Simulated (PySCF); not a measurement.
Ge(Br)3(OH), SMILES [OH][Ge]([Br])([Br])[Br] (PBE0/def2-SVP optimised geometry):

```
6

O     -1.400    -1.943     1.402
Ge    -0.783    -1.086     0.000
Br     1.508    -1.086     0.000
Br    -1.589    -2.206    -1.804
Br    -1.508     1.086     0.000
H     -1.121    -1.547     2.237
```

Calculation: PBE0/def2-TZVP (PySCF 2.14.0).

What are the frontier orbital energies and the dipole moment?

HOMO-2 -8.93 eV, HOMO-1 -8.85 eV, HOMO -8.70 eV, LUMO -2.32 eV, LUMO+1 0.05 eV; dipole moment 1.26 D.

Meta-Löwdin charges at PBE0/def2-TZVP: O1 -0.70, Ge2 0.98, Br3 -0.22, Br4 -0.19, Br5 -0.22, H6 0.36.
